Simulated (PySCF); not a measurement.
Isomers of CH6OSi. All species are isolated molecules in the gas phase. One relaxed conformer stands for each flexible species; it need not be the lowest. Strings in code marks are SMILES.

All values below come from PySCF 2.14.0 with PBE0-D3(BJ)/def2-TZVP. Delta-SCF ions had no search for a lower state. Excitations are Tamm–Dancoff values on a coarser integration grid. The basis has no diffuse functions, so Rydberg states are missing or too high.

```tsv
species	S1–T1 gap (TDA) (eV)	S1 oscillator strength	vertical ionisation energy (Delta-SCF) (eV)	T1 excitation (TDA) (eV)
`CO[SiH3]`	0.35	0.000	10.42	6.59
`C[SiH2]O` (C–Si–O–H torsion 69°)	0.38	0.009	10.65	6.97
`[SiH3]CO` (H–O–C–Si torsion 59°)	0.44	0.009	9.93	6.11
```
